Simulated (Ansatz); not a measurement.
`C#C[SiH2]N` + H₂O → `C#C[SiH2]O` + NH₃ at 500 K and 1 bar (formal hydrolysis of the Si–N bond).

Program: Ansatz. Geometries: PBE0-D4/def2-TZVP. ΔE: electronic, gas phase. CCSD(T)/CBS adds triple-zeta CCSD(T) − MP2 to the extrapolated MP2 energy (def2 sets, frozen cores). This one scheme is used for every species. One conformer a species, not always the lowest.

```tsv
species	CCSD(T)/CBS energy (Eh)	H − E (kJ/mol)	S (J/(mol·K))
`C#C[SiH2]N`	-422.86577	204.7	371.7
H₂O	-76.37941	73.2	206.3
`C#C[SiH2]O`	-442.75166	170.6	362.2
NH₃	-56.50880	108.2	211.8
```

H − E and S are ideal-gas, rigid-rotor, harmonic terms from PBE0-D4/def2-TZVP, for one conformer and one mirror image of each species. 1 Eh = 2625.50 kJ/mol, R = 8.31446 J/(mol·K).

**Question.** By hand: ΔE, ΔH, ΔS and ΔG.

**Answer.** ΔE = (-442.75166) + (-56.50880) − (-422.86577) − (-76.37941) = -0.01528 Eh = -40.1 kJ/mol. Δ(H − E) = 170.6 + 108.2 − 204.7 − 73.2 = 0.9, so ΔH = -39.2 kJ/mol. ΔS = 362.2 + 211.8 − 371.7 − 206.3 = -4.0 J/(mol·K). ΔG = -39.2 − 500 × (-4.0)/1000 = -37.2 kJ/mol.

**Question.** By hand: the equilibrium constant, and the temperature at which ΔG would vanish if ΔH and ΔS stayed fixed.

**Answer.** log₁₀ K = −ΔG/(RT ln 10) = 3.9. ΔG = 0 at ΔH/ΔS = 9800 K, far beyond where these terms or the molecules hold.

The number of gas molecules stays the same, so ΔS is small and ΔH decides. A doubt of 5 kJ/mol in ΔE shifts log₁₀ K by 0.5 here. Other conformers and mirror images would add mixing entropy, several J/(mol·K) or more a flexible species. These are equilibria of isolated gas molecules and say nothing of rates. Largest T1 diagnostic: 0.012 (customary marks: 0.02 for closed shells, 0.045 for open ones).
